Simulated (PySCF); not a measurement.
**Shifts of the heteroatoms**

Atoms are numbered as in `[F:1][C@@H:2]1[CH2:3][C@H:4]1[B:5]1[O:6][CH2:7][CH2:8][O:9]1`; H(Xn) means a hydrogen on atom n. Ha(C3) is cis to F1 on the ring; Hb(C3) is trans to F1 on the ring.

One computed conformer, no relativistic terms, rapidly exchanging positions averaged, in vacuum. Geometry: PBE0-D3(BJ)/def2-SVP; spin–spin couplings from B3LYP/pcJ-1 (spin–dipole term only in couplings to heteroatoms); shieldings: GIAO PBE0/pcSseg-1; PySCF 2.14.

**Question.** What are the $^{19}$F shifts?

**Answer.** 
```json
{"atoms": "F1", "environment": "fluorine on an sp3 carbon", "σ (ppm)": "397.6", "δ (ppm)": "-198.9"}
```

Shieldings were converted by a linear fit to measured shifts: $^{19}$F (scatter 6.9 ppm rms, 7.7 ppm with the 5 outliers that the fit left out vs CFCl3, solution or neat liquid, with a term for F on sp3 carbon). Occasional misses reach two or three times the rms, and more in compound classes unlike the fitted ones. Couplings are scaled by factors fitted to measured values: $^{2}J$(H,H) × 0.91 (rms 0.6 Hz), $^{3}J$(H,H) × 0.91 (rms 0.4 Hz, 0.5 with 2 outliers), $^{1}J$(C,F) × 0.77 (rms 7.3 Hz), $^{2}J$(C,F) × 1.09 (rms 1.9 Hz, 5.0 with 1 outliers); all others are unscaled and can be 10–30 % off.

Couplings (the largest are listed; each averaged over equivalent pairs): $^{1}J$(F1,C2) = -226.2 Hz, $^{2}J$(F1,H(C2)) = 72.7 Hz, $^{2}J$(F1,C4) = 8.2 Hz, $^{2}J$(F1,C3) = 6.6 Hz, $^{3}J$(F1,H(C4)) = 23.1 Hz, $^{3}J$(F1,Ha(C3)) = 19.5 Hz, $^{3}J$(F1,Hb(C3)) = 8.5 Hz, $^{3}J$(F1,B5) = 3.8 Hz.

On a 400 MHz spectrometer $^{19}$F resonates near 376.4 MHz, so 1 ppm is 376.4 Hz.

**Question.** Predict the $^{17}$O NMR data.

**Answer.** 
```
atoms                                  environment  σ (ppm)  δ (ppm)
O6/O9  oxygen bonded to C, B, in a 5-membered ring    211.1     75.8
```

Shieldings were converted by a linear fit to measured shifts: $^{17}$O (scatter 13.4 ppm rms, 14.2 ppm with the 1 outlier that the fit left out vs liquid water, solution or neat liquid). Occasional misses reach two or three times the rms, and more in compound classes unlike the fitted ones. Couplings are scaled by factors fitted to measured values: $^{2}J$(H,H) × 0.91 (rms 0.6 Hz), $^{3}J$(H,H) × 0.91 (rms 0.4 Hz, 0.5 with 2 outliers), $^{1}J$(C,F) × 0.77 (rms 7.3 Hz), $^{2}J$(C,F) × 1.09 (rms 1.9 Hz, 5.0 with 1 outliers); all others are unscaled and can be 10–30 % off.

Couplings (the largest are listed; each averaged over equivalent pairs; quadrupolar broadening usually hides them): $^{1}J$(B5,O6) = -1.5 Hz, $^{2}J$(O6,Ha(C7)) = -7.4 Hz, $^{2}J$(O6,Hb(C7)) = -7.2 Hz, $^{3}J$(O6,H(C4)) = -2.6 Hz.

On a 600 MHz spectrometer $^{17}$O resonates near 81.3 MHz, so 1 ppm is 81.3 Hz.
